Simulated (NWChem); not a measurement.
BHOIF; SMILES OB(F)I

```xyz
5

B      0.0240    -1.3204     0.0000
F     -1.1233    -1.9835     0.0000
I     -0.0135     0.8119     0.0000
O      1.2002    -1.9575     0.0000
H      1.1039    -2.9190     0.0000
```
Atoms are numbered in this order, from 1.

Coordinates come from a PBE0/def2-SVP optimisation. def2 effective core potentials on I; no spin-orbit coupling.

Symmetry labels are those of Cs in the frame above (b1 and b2, or b-type labels, depend on it).

**Question.** List the 6 lowest vertical singlet excitations and the 6 lowest triplet ones from PBE/def2-SVP with def2 effective core potentials on I, TDA (NWChem).

**Answer.** 
```csv
state,energy (eV),oscillator strength,symmetry,leading excitation (squared amplitude)
S1,5.69,0.000,a",HOMO → LUMO (1.00)
S2,6.18,0.003,a',HOMO → LUMO+1 (0.96)
S3,6.40,0.003,a",HOMO−1 → LUMO+1 (0.99)
S4,6.45,0.083,a',HOMO−1 → LUMO (0.89)
S5,7.58,0.011,a',HOMO → LUMO+2 (0.96)
S6,7.75,0.001,a",HOMO−1 → LUMO+2 (0.98)
T1,5.57,spin-forbidden,a",HOMO → LUMO (1.00)
T2,5.61,spin-forbidden,a',HOMO−1 → LUMO (0.99)
T3,5.75,spin-forbidden,a',HOMO → LUMO+1 (0.99)
T4,5.96,spin-forbidden,a",HOMO−1 → LUMO+1 (0.98)
T5,7.26,spin-forbidden,a',HOMO → LUMO+2 (0.99)
T6,7.42,spin-forbidden,a",HOMO−1 → LUMO+2 (0.60)
```
